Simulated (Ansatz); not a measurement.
Stepwise reaction of `[CH3][In]([NH2])[NH2]` with hydrogen chloride, as a gas-phase model of exchange steps in deposition or etching. ΔE in kJ/mol.

Computed with Ansatz on PBE0-D4/def2-TZVP structures; ΔE is electronic, products minus reactants. CBS: MP2 limit from def2 TZ/QZ plus the TZ coupled-cluster correction, frozen cores. This one scheme is used for every species. DFT in def2-TZVPP. B3LYP here is the variant with VWN-RPA as its local correlation; programs differ in this. def2 core potentials past Kr. For In outer-core shells are correlated without core-valence functions, which leaves a few kJ/mol of doubt a bond. Each species was taken in one conformer, which may not be the lowest.

```tsv
step	reaction	PBE-D4	B3LYP-D4	ωB97M-V	CCSD(T)/CBS
2	`[CH3][In]([NH2])[Cl]` + HCl → `[CH3][In]([Cl])[Cl]` + NH₃	-107.4	-111.2	-109.7	-105.0
```

**Question.** Give the row of step 1, `[CH3][In]([NH2])[NH2]` + HCl → `[CH3][In]([NH2])[Cl]` + NH₃. (Best estimate.)

**Answer.** Computed: 
```
step                                                      reaction  PBE-D4  B3LYP-D4  ωB97M-V  CCSD(T)/CBS
   1  `[CH3][In]([NH2])[NH2]` + HCl → `[CH3][In]([NH2])[Cl]` + NH₃  -125.7    -129.4   -127.8       -122.9
```

**Question.** By hand: ΔE of the 2 steps together at CCSD(T)/CBS.

**Answer.** (-122.9) + (-105.0) = -227.9 kJ/mol, or -114.0 kJ/mol a step.

In ΔE each step is higher than the one before. All are downhill at CCSD(T)/CBS. PBE-D4 differs from CCSD(T)/CBS by -2.8 to -2.4 kJ/mol a step. Isolated molecules leave out the surface, adducts and barriers. Largest T1 diagnostic: 0.013.
